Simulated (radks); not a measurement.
Values are calculated unless marked as measured or tabulated.
Question: All-electron atom: Cs4+ in [Kr] 4d10 5s2 5p3 (the NIST ground configuration). Level of theory: scalar-relativistic Kohn-Sham, OLYP, spin-unpolarised, spherical densities, point nucleus (a radial shooting solver on a logarithmic mesh with Libxc functionals). Some entries of the table are withheld. Estimate them.

| orbital | occ. | eigenvalue (hartree) | <r^2> (bohr^2) | r(max) (bohr) |
|---|---|---|---|---|
| 1s | 2 | -1317.167 | 0.0009252 | (1) |
| 2s | 2 | -208.1554 | 0.01483 | 0.09488 |
| 2p | 6 | -186.9207 | 0.01177 | (2) |
| 3s | 2 | -44.58846 | 0.1021 | 0.2725 |
| 3p | 6 | (3) | 0.1021 | 0.2665 |
| 3d | 10 | -27.73965 | 0.08817 | 0.2202 |
| 4s | 2 | -9.71702 | 0.5428 | 0.6420 |
| 4p | 6 | -7.52801 | 0.6184 | 0.6722 |
| 4d | 10 | -4.33762 | 0.7989 | 0.7189 |
| 5s | 2 | -2.42576 | 2.987 | 1.502 |
| 5p | 3 | -1.86943 | 3.848 | 1.681 |

Answer: 
(1) 1s r(max) (bohr): 0.01678
(2) 2p r(max) (bohr): 0.07619
(3) 3p eigenvalue (hartree): -37.75487
